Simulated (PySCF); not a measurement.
Delta-SCF ions had no search for a lower state. Excitations are Tamm–Dancoff values on a coarser integration grid. The basis has no diffuse functions, so Rydberg states are missing or too high.

## H6AlN3, SMILES `[Al]([NH2])([NH2])[NH2]` (charge 0, multiplicity 1)

All values below come from TPSSh-D3(BJ)/def2-TZVP // B3LYP-D3(BJ)/def2-TZVP (PySCF).

| Property | Result |
|---|---|
| HOMO | -5.91 eV |
| dipole moment | 0.00 D |
| HOMO–LUMO gap | 5.93 eV |
| LUMO | 0.02 eV |
| S1 excitation (TDA) | 5.42 eV |
| S1 oscillator strength | 0.003 |
| brightest of the four lowest singlets (TDA) | 6.41 eV |
| T1 excitation (TDA) | 5.16 eV |
| S1–T1 gap (TDA) | 0.25 eV |
| vertical ionisation energy (Delta-SCF) | 8.47 eV |
| total energy | -410.5144 Ha |
| cost | about 2.3 core-minutes (a rough figure) |

Bond lengths (Å): N1–Al2 1.775, N1–H5 1.007, N1–H6 1.007, Al2–N3 1.775, Al2–N4 1.775, N3–H7 1.007, N3–H8 1.007, N4–H9 1.007, N4–H10 1.007. Angles (°): Al2–N1–H5 125.0, Al2–N1–H6 125.0, H5–N1–H6 110.0, N1–Al2–N3 120.0, N1–Al2–N4 120.0, N3–Al2–N4 120.0, Al2–N3–H7 125.1, Al2–N3–H8 124.9, H7–N3–H8 110.0, Al2–N4–H9 124.9, Al2–N4–H10 125.1, H9–N4–H10 110.0.
